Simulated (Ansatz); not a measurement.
Molecule: CH7OSi2 (charge 0, doublet). It need not be the lowest isomer of its formula. 
Structure (B3LYP-D3(BJ)/def2-TZVP (Ansatz, an electronic-structure program) minimum search):
```xyz
11

C     -2.2952    -0.8448     0.1004
Si    -1.0176     0.4525    -0.2836
O      0.4811    -0.1863    -0.0406
Si     2.0840     0.0783     0.1734
H     -2.1664    -1.7193    -0.5401
H     -2.2218    -1.1692     1.1400
H     -3.3011    -0.4498    -0.0621
H     -1.1244     0.8938    -1.6951
H     -1.1865     1.6357     0.5960
H      2.7021    -1.1991     0.6217
H      2.2902     1.1366     1.2045
```
Charge 0, spin multiplicity 2.

Basis-set convergence of Hartree-Fock and CCSD(T) correlation energies (hartree) with Ansatz. Cores are frozen in the correlated levels unless marked. Open shells are spin-unrestricted. Spin-orbit coupling is left out. Non-relativistic.

```json
[
 {"basis": "cc-pV(D+d)Z", "functions": "109", "E(HF)": "-694.73788", "E(corr, CCSD(T))": "-0.57960"},
 {"basis": "cc-pV(T+d)Z", "functions": "236", "E(HF)": "-694.81415", "E(corr, CCSD(T))": "-0.71351"},
 {"basis": "cc-pV(Q+d)Z", "functions": "448", "E(HF)": "-694.83122", "E(corr, CCSD(T))": "-0.75673"}
]
```

Extrapolating the two largest sets (X = 3 and 4) as X^-3: E(corr) = (64·(-0.75673) - 27·(-0.71351))/37 = -0.7883 Eh, an estimate of the basis-set limit. The largest set recovers 96.0 % of it, the smallest 73.5 %.
